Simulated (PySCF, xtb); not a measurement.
SbCl3, SMILES [Cl][Sb]([Cl])[Cl].

Harmonic wavenumbers (cm⁻¹) from GFN2-xTB (xtb) at its own minimum, in rising order: 101, 101, 126, 300, 301, 326.

Question: What does B3LYP-D3(BJ)/def2-SVP (PySCF 2.14.0) give at its own minimum? (The exact figures need the calculation; the answer reports its results.)

Answer: 113, 113, 141, 357, 357, 370. Paired by order, the mean absolute difference is 33 cm⁻¹ and the zero-point energies are 1.8 and 2.1 kcal/mol.
